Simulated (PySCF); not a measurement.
Spectrum to structure. Computed with TDDFT wB97X-D/def2-SVPD, vertical, gas phase, core orbitals frozen in the response (PySCF). Geometries: GFN2-xTB, one conformer each.

| state | E (eV) | f | main configurations (H = HOMO, L = LUMO) |
| --- | --- | --- | --- |
| S1 | 3.65 | 0.0008 | H→L (93%) |
| S2 | 5.81 | 0.576 | H-1→L (96%) |
| S3 | 6.56 | 0.0047 | H-3→L (53%), H-2→L (27%) |
| S4 | 7.46 | 0.0005 | H→L+5 (43%), H→L+6 (16%), H-3→L (13%) |
| S5 | 7.71 | 0.021 | H-2→L (58%), H-3→L (22%), H-4→L (10%) |
| S6 | 7.73 | 0.017 | H-1→L+1 (41%), H-1→L+2 (29%), H-1→L+4 (9%) |
| S7 | 7.77 | 0.0007 | H→L+1 (31%), H→L+4 (30%), H→L+2 (11%) |
| S8 | 7.89 | 0.012 | H-4→L (76%) |

Triplets computed (Tamm–Dancoff): 3.15, 3.56, 6.00 eV.

Orbital energies (eV): HOMO-3 -11.97, HOMO-2 -11.79, HOMO-1 -10.04, HOMO -9.48, LUMO -0.35, LUMO+1 1.86, LUMO+2 2.14.

Question: Which structure fits? All have the formula C4H7FOSi.
A. `F[SiH2]O[C@H]1C(=C)C1`
B. `CO[Si@@H]1CC=C1F`
C. `C(/F)(=C/C=O)[SiH2]C`

Answer: C. Its S1, at 3.65 eV, is the lowest among the candidates; the nearest of the others has S1 at 6.13 eV. S1 is HOMO→LUMO (93%). Löwdin shares by element: HOMO oxygen 61%, carbon 24% or more, hydrogen 8% or more; LUMO carbon 61% or more, oxygen 21% (atoms not listed hold the other 18%). At the same level the other candidates give, for their lowest levels:
- `CO[Si@@H]1CC=C1F`: 6.52 eV (f 0.100); 6.71 eV (f 0.014); 7.01 eV (f 0.014); 7.13 eV (f 0.000); 7.47 eV (f 0.017); T1 4.36 eV; HOMO -9.17, LUMO 1.60 eV
- `C=C1C[C@H]1O[SiH2]F`: 6.13 eV (f 0.003); 6.85 eV (f 0.062); 7.37 eV (f 0.311); 7.76 eV (f 0.051); 7.84 eV (f 0.026); T1 4.49 eV; HOMO -9.69, LUMO 1.41 eV

Shape of the structure used: `[CH3:1][SiH2:2]/[C:3]([F:4])=[CH:5]/[CH:6]=[O:7]`: C1–Si2–C3–F4 -62°, C3–C5–C6–O7 180°.
